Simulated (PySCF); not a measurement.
CH₃Cl₂NSi₂, SMILES Cl[Si]1(Cl)N=C[SiH2]1.

Geometry optimised at PBE0-D3(BJ)/def2-SVP. This is a generated structure with no PubChem entry under its InChIKey; it may be hypothetical.

Level of theory: PBE/def2-TZVP (PySCF).

Isolated molecule, no solvent.

```yaml
total_energy: -1593.42572 hartree
point_group: Cs
highest_occupied_level: -6.00 eV
lowest_empty_level: -2.77 eV
orbital_gap: 3.22 eV
dipole_moment: 2.62 D
quadrupole, principal values (traceless, Buckingham form, about the centre of nuclear charge): -4.20, -2.06, 6.26 D·Å
mean_static_polarisability: 94.9 bohr³ (14.07 Å³)
polarisability_principal_values: 81.9, 87.2, 115.7 bohr³
```
